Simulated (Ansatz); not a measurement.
`C[Si](C)(F)P` and `C[Si](C)(F)Cl` differ in one atom or group.

Ansatz, PBE0-D4/def2-TZVP geometries, multiplicity 1. Each molecule was computed in one conformer, which needn't be the lowest.

```json
{"property": "HOMO–LUMO gap (PBE/def2-TZVPP) / eV", "`C[Si](C)(F)P`": "5.89"}
{"property": "HOMO energy (ωB97M-V/def2-TZVPP) / eV", "`C[Si](C)(F)P`": "-9.54"}
{"property": "HOMO–LUMO gap (B3LYP/def2-TZVPP) / eV", "`C[Si](C)(F)P`": "7.47"}
{"property": "LUMO energy (PBE/def2-TZVPP) / eV", "`C[Si](C)(F)P`": "-0.40"}
{"property": "ideal-gas entropy at 298 K and 1 bar (rigid rotor, harmonic PBE0-D4/def2-TZVP) / J/(mol·K)", "`C[Si](C)(F)P`": "376"}
{"property": "LUMO energy (PBE0/def2-TZVPP) / eV", "`C[Si](C)(F)P`": "0.50"}
```

Q: What does the change do to each property? (Best estimate.)

A: The calculation gave: 
```json
{"property": "HOMO–LUMO gap (PBE/def2-TZVPP) / eV", "`C[Si](C)(F)Cl`": "7.50", "shift": "1.61"}
{"property": "HOMO energy (ωB97M-V/def2-TZVPP) / eV", "`C[Si](C)(F)Cl`": "-10.94", "shift": "-1.40"}
{"property": "HOMO–LUMO gap (B3LYP/def2-TZVPP) / eV", "`C[Si](C)(F)Cl`": "9.08", "shift": "1.61"}
{"property": "LUMO energy (PBE/def2-TZVPP) / eV", "`C[Si](C)(F)Cl`": "0.17", "shift": "0.57"}
{"property": "ideal-gas entropy at 298 K and 1 bar (rigid rotor, harmonic PBE0-D4/def2-TZVP) / J/(mol·K)", "`C[Si](C)(F)Cl`": "355", "shift": "-21"}
{"property": "LUMO energy (PBE0/def2-TZVPP) / eV", "`C[Si](C)(F)Cl`": "0.95", "shift": "0.45"}
```

With PBE0 the HOMO falls by 1.28 eV and the LUMO rises by 0.45 eV, so the gap widens by about 1.73 eV. PBE moves the HOMO by -1.05 eV and ωB97M-V by -1.40 eV. The zero-point energy changes by -42.0 kJ/mol with -6 modes.

Positive LUMOs are unbound, so they and the gaps depend on the basis.

B3LYP here is the variant with VWN-RPA as its local correlation; programs differ in this.
